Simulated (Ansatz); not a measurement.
Ansatz results at the PBE0-D4/def2-TZVP geometry: size of the dipole moment (B3LYP/def2-TZVPP) 1.13 D; zero-point energy (PBE0-D4/def2-TZVP) 43.0 kJ/mol; HOMO energy (B3LYP/def2-TZVPP) -6.60 eV.

(1) Which molecule gave them?
A. `ClC=[Se]`
B. `C=C1O[SiH2]C1N`
C. `C=C1SB1N`
D. `[TeH]C1=CCO1`

## Answers

(1) A. The others give `C=C1SB1N`: 2.72, 167.7, -6.17; `C=C1O[SiH2]C1N`: 1.22, 257.8, -6.39; `[TeH]C1=CCO1`: 1.43, 156.1, -6.12.

B3LYP here is the variant with VWN-RPA as its local correlation; programs differ in this.
